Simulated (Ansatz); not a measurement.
Geometry optimisation, RKS B3LYP-D4/def2-SVP (Ansatz).

The input (input.yaml):

```yaml
crystal:
  periodic: [false, false, false]
  atoms:
    - { symbol: Al, position_ang: [0.0, 0.0, 0.0] }
    - { symbol: Cl, position_ang: [0.0, 0.0, 2.23] }
    - { symbol: Cl, position_ang: [1.9312, 0.0, -1.115] }
    - { symbol: Cl, position_ang: [-1.9312, 0.0, -1.115] }
basis:
  gaussian: { orbitals: def2-SVP }
hamiltonian:
  xc: b3lyp
  dispersion: d4
relax:
  f_tol: 0.02
  max_steps: 40
```

Run as:

```bash
$ ansatz run input.yaml --threads 1 --pin off --max-ram 2048MiB --backend cpu --events-out ev --progress --plain --runs-dir out
```

Q: Where does it end, and by what steps?

A: The forces met the threshold. After 3 steps the energy has fallen by 0.488 eV; Cl2 moved furthest, 0.14 Å.

```
step  energy less start (eV)  largest force component (eV/Å)  accepted
   0                  0.0000                           2.018       yes
   1                 -0.4742                           0.401       yes
   2                 -0.4869                           0.109       yes
   3                 -0.4878                           0.006       yes
```

```xyz
4
Properties=species:S:1:pos:R:3
Al 0.000 0.000 0.000
Cl 0.000 0.000 2.085
Cl 1.806 0.000 -1.043
Cl -1.806 0.000 -1.043
```

Whether the end is a true minimum wasn't checked by a vibrational analysis.

The run took 18 s on 1 thread of Arm Neoverse N1, on a shared host, peak memory 0.14 GiB.
